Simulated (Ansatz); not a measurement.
Start from `[OH][Al]([SH])[O][SiH3]` and change one atom or group to get `[CH3][Al]([OH])[O][SiH3]`.

Ansatz, PBE0-D4/def2-TZVP geometries, multiplicity 1. Each molecule was computed in one conformer, which needn't be the lowest.

```
                                      property  `[OH][Al]([SH])[O][SiH3]`
          HOMO–LUMO gap (PBE0/def2-TZVPP) / eV                       7.15
size of the dipole moment (PBE/def2-TZVPP) / D                       0.66
           LUMO energy (B3LYP/def2-TZVPP) / eV                      -0.96
             LUMO energy (PBE/def2-TZVPP) / eV                      -1.53
           HOMO–LUMO gap (PBE/def2-TZVPP) / eV                       5.07
            HOMO energy (PBE0/def2-TZVPP) / eV                      -7.83
```

Task: Give the same properties after the change, and the shifts. (Estimate.)

Result: Ansatz gave: 
| property | `[CH3][Al]([OH])[O][SiH3]` | shift |
| --- | --- | --- |
| HOMO–LUMO gap (PBE0/def2-TZVPP) / eV | 8.09 | 0.94 |
| size of the dipole moment (PBE/def2-TZVPP) / D | 0.08 | -0.58 |
| LUMO energy (B3LYP/def2-TZVPP) / eV | -0.61 | 0.35 |
| LUMO energy (PBE/def2-TZVPP) / eV | -1.14 | 0.39 |
| HOMO–LUMO gap (PBE/def2-TZVPP) / eV | 5.83 | 0.76 |
| HOMO energy (PBE0/def2-TZVPP) / eV | -8.40 | -0.57 |

With PBE0 the HOMO falls by 0.57 eV and the LUMO rises by 0.36 eV, so the gap widens by about 0.93 eV. PBE moves the HOMO by -0.39 eV and ωB97M-V by -0.67 eV. Dipoles are sizes alone; their direction can turn.

B3LYP here is the variant with VWN-RPA as its local correlation; programs differ in this.
